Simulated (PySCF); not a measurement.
## CaO⁺: from constants to spectrum

UHF-CCSD(T) constants of CaO⁺, ²Π (doublet), unpaired electrons π ↑ (Ca 6-31G(d,p), O 6-31G(d,p); no relativity (PySCF 2.14); masses 39.9626 and 15.9949 u):

```
ωe            : 612.0 cm⁻¹
ωexe          : 2.98 cm⁻¹
Be            : 0.3582 cm⁻¹
αe            : 0.00257 cm⁻¹
De to Ca⁺ + O : 2.74 eV
```

(1) What force constant and bond length do these constants imply?

(2) Estimate the centrifugal constant D from the Kratzer relation and find the Dunham coefficient a1.

Correlated steps freeze 6 core orbitals. Correlated levels converge slowly with the basis: in double zeta they bind strong bonds too weakly, by up to about 1 eV, and carry superposition errors of some tenths. For an ion De counts to the pair picked by the measured ionisation energies or electron affinities, which need not be the lowest pair at this level. The state is the lowest determinant that a PBE0 search found; another state may lie lower at other levels.

Answers

(1) Reduced mass μred = 11.423 u; k = 5.8918×10⁻⁷·μred·ωe² (u, cm⁻¹, mdyn/Å) = 2.52 mdyn/Å; Re = √(16.8576/(μred·Be)) (u, cm⁻¹, Å) = 2.030 Å.

(2) D = 4Be³/ωe² = 4.91e-07 cm⁻¹; a1 = −1 − αeωe/(6Be²) = -3.04.
